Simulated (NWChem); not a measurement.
System: AlN2H4F; SMILES [NH2][Al]([NH2])[F]

Here is an NWChem input.

```
start job
memory heap 200 mb stack 900 mb global 1100 mb
geometry units angstroms
  Al    -0.052345    -0.006127     0.007168
  F      1.574407     0.183808    -0.214563
  N     -0.593791    -0.691611     1.549348
  H     -1.550059    -0.861375     1.817974
  H      0.025481    -0.972092     2.296620
  N     -1.120744     0.491823    -1.316600
  H     -2.126704     0.432936    -1.318854
  H     -0.799815     0.881862    -2.191504
end
basis spherical
  * library def2-svp
end
dft
  xc pbe0
  iterations 150
end
driver
  maxiter 120
end
task dft optimize
task dft freq
```

Output (shortened):

```
             Northwest Computational Chemistry Package (NWChem) 7.3.0
             --------------------------------------------------------

 CS  symmetry detected

                             Geometry "geometry" -> ""
                             -------------------------

 Output coordinates in angstroms (scale by  1.889725989 to convert to a.u.)

  No.       Tag          Charge          X              Y              Z
 ---- ---------------- ---------- -------------- -------------- --------------
    1 Al                  13.0000     0.02205055    -0.00018737     0.00000000
    2 F                    9.0000     1.67478556     0.00519884     0.00000000
    3 N                    7.0000    -0.79142730    -1.57486988     0.00000000
    4 H                    1.0000    -1.78771758    -1.72597816     0.00000000
    5 H                    1.0000    -0.31148132    -2.46382129     0.00000000
    6 N                    7.0000    -0.79984792     1.57025055     0.00000000
    7 H                    1.0000    -1.79693306     1.71602192     0.00000000
    8 H                    1.0000    -0.32466864     2.46175905     0.00000000

 Effective nuclear repulsion energy (a.u.)     159.1168665583

      Symmetry information
      --------------------

 Group name             Cs
 Group number              2
 Group order               2
 No. of unique centers     8

                                Z-matrix (autoz)
                                --------

 Units are Angstrom for bonds and degrees for angles

      Type          Name      I     J     K     L     M      Value
      ----------- --------  ----- ----- ----- ----- ----- ----------
    1 Stretch                  1     2                       1.65274
    2 Stretch                  1     3                       1.77239
    3 Stretch                  1     6                       1.77251
    4 Stretch                  3     4                       1.00768
    5 Stretch                  3     5                       1.01024
    6 Stretch                  6     7                       1.00768
    7 Stretch                  6     8                       1.01024
    8 Bend                     1     3     4               125.94516
    9 Bend                     1     3     5               124.31455
   10 Bend                     1     6     7               125.94317
   11 Bend                     1     6     8               124.31653
   12 Bend                     2     1     3               117.50751
   13 Bend                     2     1     6               117.43887
   14 Bend                     3     1     6               125.05362
   15 Bend                     4     3     5               109.74029
   16 Bend                     7     6     8               109.74030
   17 Torsion                  2     1     3     4         180.00000
   18 Torsion                  2     1     3     5           0.00000
   19 Torsion                  2     1     6     7         180.00000
   20 Torsion                  2     1     6     8          -0.00000
   21 Torsion                  3     1     6     7           0.00000
   22 Torsion                  3     1     6     8         180.00000
   23 Torsion                  4     3     1     6           0.00000
   24 Torsion                  5     3     1     6         180.00000

                           NWChem Geometry Optimization
                           ----------------------------

 maximum gradient threshold         (gmax) =   0.000450
 rms gradient threshold             (grms) =   0.000300
 maximum cartesian step threshold   (xmax) =   0.001800
 rms cartesian step threshold       (xrms) =   0.001200
 fixed trust radius                (trust) =   0.300000
 source of zmatrix                         =   autoz

          -------------------
          Energy Minimization
          -------------------

 Using diagonal initial Hessian
 Scaling for Hessian diagonals: bonds = 1.00  angles = 0.25  torsions = 0.10

          --------
          Step   0

[...]

      ----------------------
      Optimization converged
      ----------------------

  Step       Energy      Delta E   Gmax     Grms     Xrms     Xmax
  ---- ---------------- -------- -------- -------- -------- --------
@    3    -453.75426161 -6.0D-07  0.00019  0.00005  0.00053  0.00103
                                     ok       ok       ok       ok

                                Z-matrix (autoz)
                                --------

 Units are Angstrom for bonds and degrees for angles

      Type          Name      I     J     K     L     M      Value     Gradient
      ----------- --------  ----- ----- ----- ----- ----- ---------- ----------
    1 Stretch                  1     2                       1.66755    0.00019
    2 Stretch                  1     3                       1.76355    0.00006
    3 Stretch                  1     6                       1.76356    0.00006
    4 Stretch                  3     4                       1.01241   -0.00001
    5 Stretch                  3     5                       1.01296   -0.00001
    6 Stretch                  6     7                       1.01241   -0.00001
    7 Stretch                  6     8                       1.01296   -0.00001
    8 Bend                     1     3     4               126.05064   -0.00002
    9 Bend                     1     3     5               123.86725    0.00000
   10 Bend                     1     6     7               126.05632   -0.00002
   11 Bend                     1     6     8               123.86102    0.00000
   12 Bend                     2     1     3               117.91503   -0.00003
   13 Bend                     2     1     6               117.90106   -0.00004
   14 Bend                     3     1     6               124.18391    0.00007
   15 Bend                     4     3     5               110.08211    0.00002
   16 Bend                     7     6     8               110.08266    0.00002
   17 Torsion                  2     1     3     4         180.00000    0.00000
   18 Torsion                  2     1     3     5           0.00000    0.00000
   19 Torsion                  2     1     6     7         180.00000    0.00000
   20 Torsion                  2     1     6     8          -0.00000    0.00000
   21 Torsion                  3     1     6     7           0.00000    0.00000
   22 Torsion                  3     1     6     8         180.00000    0.00000
   23 Torsion                  4     3     1     6           0.00000    0.00000
   24 Torsion                  5     3     1     6         180.00000    0.00000

                         Geometry "geometry" -> "geometry"
                         ---------------------------------

 Output coordinates in angstroms (scale by  1.889725989 to convert to a.u.)

[...]

 Rotational Constants
 --------------------
 A=   0.214308 cm-1  (  0.308334 K)
 B=   0.196095 cm-1  (  0.282131 K)
 C=   0.102399 cm-1  (  0.147326 K)

 Temperature                      =   298.15K
 frequency scaling parameter      =   1.0000

 Zero-Point correction to Energy  =   33.692 kcal/mol  (  0.053691 au)
 Thermal correction to Energy     =   37.753 kcal/mol  (  0.060163 au)
 Thermal correction to Enthalpy   =   38.345 kcal/mol  (  0.061107 au)

 Total Entropy                    =   76.812 cal/mol-K
   - Translational                =   38.961 cal/mol-K (mol. weight =  78.0174)
   - Rotational                   =   25.419 cal/mol-K (symmetry #  =        1)
   - Vibrational                  =   12.432 cal/mol-K

 Cv (constant volume heat capacity) =   21.618 cal/mol-K
   - Translational                  =    2.979 cal/mol-K
   - Rotational                     =    2.979 cal/mol-K
   - Vibrational                    =   15.659 cal/mol-K

[normal modes left out]

 ----------------------------------------------------------------------------
 Normal Eigenvalue ||           Projected Infra Red Intensities
  Mode   [cm**-1]  || [atomic units] [(debye/angs)**2] [(KM/mol)] [arbitrary]
 ------ ---------- || -------------- ----------------- ---------- -----------
    1       -0.000 ||    0.001126           0.026         1.097       0.230
    2       -0.000 ||    0.000653           0.015         0.637       0.134
    3        0.000 ||    0.001802           0.042         1.757       0.369
    4        0.000 ||    0.000001           0.000         0.001       0.000
    5        0.000 ||    0.000570           0.013         0.555       0.117
    6        0.000 ||    0.001140           0.026         1.111       0.233
    7      191.468 ||    0.000533           0.012         0.520       0.109
    8      216.214 ||    0.000000           0.000         0.000       0.000
    9      223.716 ||    0.018491           0.427        18.026       3.787
   10      278.336 ||    0.047934           1.106        46.729       9.816
   11      343.855 ||    0.000000           0.000         0.000       0.000
   12      354.955 ||    0.042421           0.979        41.354       8.687
   13      373.825 ||    0.345279           7.966       336.595      70.706
   14      609.127 ||    0.031058           0.717        30.277       6.360
   15      683.419 ||    0.032685           0.754        31.863       6.693
   16      685.115 ||    0.025085           0.579        24.454       5.137
   17      920.840 ||    0.187092           4.316       182.387      38.313
   18      929.972 ||    0.188547           4.350       183.805      38.611
   19     1522.379 ||    0.084184           1.942        82.066      17.239
   20     1530.649 ||    0.025148           0.580        24.516       5.150
   21     3631.935 ||    0.058349           1.346        56.882      11.949
   22     3633.686 ||    0.007620           0.176         7.429       1.560
   23     3724.630 ||    0.056690           1.308        55.264      11.609
   24     3724.795 ||    0.015579           0.359        15.188       3.190
 ----------------------------------------------------------------------------
```

Level: PBE0/def2-SVP. The printed entropy takes a lower symmetry number than the molecule has.
